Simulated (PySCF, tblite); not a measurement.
Parent: `[CH3:1][O:2][C:3](=[O:4])[C@H:5]([CH3:6])[O:7][SiH3:8]` with C1–O2–C3–O4 -1°, O2–C3–C5–C6 -74°, C3–C5–O7–Si8 24°, C4H10O3Si.

Structures optimised with GFN2-xTB, isolated species. One conformer each, not checked by frequencies here.

```tsv
coordinate of the parent	value
C1–O2	1.426 Å
O2–C3	1.329 Å
C3=O4	1.203 Å
C3–C5	1.518 Å
C5–C6	1.535 Å
C5–O7	1.378 Å
O7–Si8	1.633 Å
C1–O2–C3	116.1°
O2–C3–O4	124.3°
O2–C3–C5	112.1°
O4–C3–C5	123.6°
C3–C5–C6	107.9°
C3–C5–O7	111.4°
C6–C5–O7	111.0°
C5–O7–Si8	130.4°
```

Task: How does the shared frame change in `[CH3:1][CH:2]([CH3:3])[O:4][C:5](=[O:6])[C@@H:7]([CH3:8])[O:9][SiH3:10]` with C1–C2–O4–C5 90°, C2–O4–C5–O6 1°, O4–C5–C7–C8 78°, C5–C7–O9–Si10 -24°, C6H14O3Si? Atoms pair as C1 = C2, O2 = O4, C3 = C5, O4 = O6, C5 = C7, C6 = C8, O7 = O9, Si8 = Si10 (parent first).

Result: 
| parent | relative | value in the relative | change |
| --- | --- | --- | --- |
| C1–O2 | C2–O4 | 1.445 Å | +0.019 |
| O2–C3 | O4–C5 | 1.321 Å | -0.008 |
| C3=O4 | C5=O6 | 1.204 Å | +0.001 |
| C3–C5 | C5–C7 | 1.520 Å | +0.002 |
| C5–C6 | C7–C8 | 1.535 Å | 0.000 |
| C5–O7 | C7–O9 | 1.378 Å | 0.000 |
| O7–Si8 | O9–Si10 | 1.633 Å | 0.000 |
| C1–O2–C3 | C2–O4–C5 | 117.7° | +1.6 |
| O2–C3–O4 | O4–C5–O6 | 125.3° | +1.0 |
| O2–C3–C5 | O4–C5–C7 | 111.9° | -0.2 |
| O4–C3–C5 | O6–C5–C7 | 122.8° | -0.8 |
| C3–C5–C6 | C5–C7–C8 | 107.8° | -0.1 |
| C3–C5–O7 | C5–C7–O9 | 111.3° | -0.1 |
| C6–C5–O7 | C8–C7–O9 | 111.1° | +0.1 |
| C5–O7–Si8 | C7–O9–Si10 | 130.1° | -0.3 |

Of the parent's bonds, C1–O2 changes most (+0.019 Å). Bonds of the relative outside the shared frame: C1–C2 1.524, C2–C3 1.521 Å. Point group C1 → C1.

Task: How does the shared frame change in `[CH3:1][CH2:2][CH2:3][O:4][C:5](=[O:6])[C@@H:7]([CH3:8])[O:9][SiH3:10]` with C1–C2–C3–O4 -179°, C2–C3–O4–C5 -162°, C3–O4–C5–O6 0°, O4–C5–C7–C8 74°, C5–C7–O9–Si10 -22°, C6H14O3Si? Atoms pair as C1 = C3, O2 = O4, C3 = C5, O4 = O6, C5 = C7, C6 = C8, O7 = O9, Si8 = Si10 (parent first).

Result: 
| parent | relative | value in the relative | change |
| --- | --- | --- | --- |
| C1–O2 | C3–O4 | 1.434 Å | +0.008 |
| O2–C3 | O4–C5 | 1.324 Å | -0.005 |
| C3=O4 | C5=O6 | 1.204 Å | +0.001 |
| C3–C5 | C5–C7 | 1.519 Å | +0.001 |
| C5–C6 | C7–C8 | 1.535 Å | 0.000 |
| C5–O7 | C7–O9 | 1.378 Å | 0.000 |
| O7–Si8 | O9–Si10 | 1.633 Å | 0.000 |
| C1–O2–C3 | C3–O4–C5 | 116.9° | +0.8 |
| O2–C3–O4 | O4–C5–O6 | 124.7° | +0.4 |
| O2–C3–C5 | O4–C5–C7 | 112.1° | 0.0 |
| O4–C3–C5 | O6–C5–C7 | 123.2° | -0.4 |
| C3–C5–C6 | C5–C7–C8 | 108.0° | +0.1 |
| C3–C5–O7 | C5–C7–O9 | 111.4° | 0.0 |
| C6–C5–O7 | C8–C7–O9 | 111.0° | 0.0 |
| C5–O7–Si8 | C7–O9–Si10 | 130.3° | -0.1 |

Of the parent's bonds, C1–O2 changes most (+0.008 Å). Bonds of the relative outside the shared frame: C1–C2 1.523, C2–C3 1.522 Å. Point group C1 → C1.

Task: How does the shared frame change in `[CH3:1][O:2][C:3](=[O:4])[C@@H:5]([CH3:6])[O:7][CH:8]=[O:9]` with C1–O2–C3–O4 -3°, O2–C3–C5–C6 96°, C3–C5–O7–C8 54°, C5–O7–C8–O9 2°, C5H8O4? Atoms pair as C1 = C1, O2 = O2, C3 = C3, O4 = O4, C5 = C5, C6 = C6, O7 = O7 (parent first).

Result: 
```csv
parent,relative,value in the relative,change
C1–O2,C1–O2,1.425 Å,-0.001
O2–C3,O2–C3,1.328 Å,-0.001
C3=O4,C3=O4,1.199 Å,-0.004
C3–C5,C3–C5,1.534 Å,+0.016
C5–C6,C5–C6,1.522 Å,-0.013
C5–O7,C5–O7,1.431 Å,+0.053
C1–O2–C3,C1–O2–C3,116.8°,+0.7
O2–C3–O4,O2–C3–O4,125.6°,+1.3
O2–C3–C5,O2–C3–C5,110.4°,-1.7
O4–C3–C5,O4–C3–C5,124.0°,+0.4
C3–C5–C6,C3–C5–C6,110.0°,+2.1
C3–C5–O7,C3–C5–O7,109.2°,-2.2
C6–C5–O7,C6–C5–O7,108.2°,-2.8
```

Of the parent's bonds, C5–O7 changes most (+0.053 Å). Bonds of the relative outside the shared frame: O7–C8 1.320, C8=O9 1.196 Å. Point group C1 → C1.

All values are computed, not measured.
